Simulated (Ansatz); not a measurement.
`C[CH](C)[Sn][F]` + `C[N](C)[GeH]` → `C[N](C)[Sn][F]` + `C[CH](C)[GeH]` at 600 K and 1 bar (redistribution).

Program: Ansatz. Geometries: PBE0-D4/def2-TZVP. ΔE: electronic, gas phase. CCSD(T)/CBS is the MP2 limit (def2-TZVPP, def2-QZVPP) plus CCSD(T) − MP2 in def2-TZVPP, frozen cores. Elements past krypton have def2 core potentials. For Ge, Sn outer-core shells are correlated without core-valence functions, which leaves a few kJ/mol of doubt a bond. Scalar relativity is left out up to krypton. One conformer a species, not always the lowest.

| species | CCSD(T)/CBS energy (Eh) | H − E (kJ/mol) | S (J/(mol·K)) |
| --- | --- | --- | --- |
| `C[CH](C)[Sn][F]` | -432.22802 | 310.8 | 468.0 |
| `C[N](C)[GeH]` | -2211.10778 | 287.8 | 400.3 |
| `C[N](C)[Sn][F]` | -448.28993 | 279.2 | 444.7 |
| `C[CH](C)[GeH]` | -2195.04052 | 318.2 | 429.4 |

H − E and S are ideal-gas, rigid-rotor, harmonic terms from PBE0-D4/def2-TZVP, for one conformer and one mirror image of each species. 1 Eh = 2625.50 kJ/mol, R = 8.31446 J/(mol·K).

Task: By hand: ΔE, ΔH, ΔS and ΔG.

Result: ΔE = (-448.28993) + (-2195.04052) − (-432.22802) − (-2211.10778) = 0.00535 Eh = 14.0 kJ/mol. Δ(H − E) = 279.2 + 318.2 − 310.8 − 287.8 = -1.2, so ΔH = 12.8 kJ/mol. ΔS = 444.7 + 429.4 − 468.0 − 400.3 = 5.8 J/(mol·K). ΔG = 12.8 − 600 × (5.8)/1000 = 9.3 kJ/mol.

Task: By hand: the equilibrium constant, and the temperature at which ΔG would vanish if ΔH and ΔS stayed fixed.

Result: log₁₀ K = −ΔG/(RT ln 10) = -0.8. ΔG = 0 at ΔH/ΔS = 2207 K, though so small a ΔS makes that figure unsure.

The number of gas molecules stays the same, so ΔS is small and ΔH decides. A doubt of 5 kJ/mol in ΔE shifts log₁₀ K by 0.4 here. Other conformers and mirror images would add mixing entropy, several J/(mol·K) or more a flexible species. Modes under 60 cm⁻¹, often nearly free rotors, make the harmonic entropy too high. These are equilibria of isolated gas molecules and say nothing of rates. Largest T1 diagnostic: 0.017 (customary marks: 0.02 for closed shells, 0.045 for open ones).
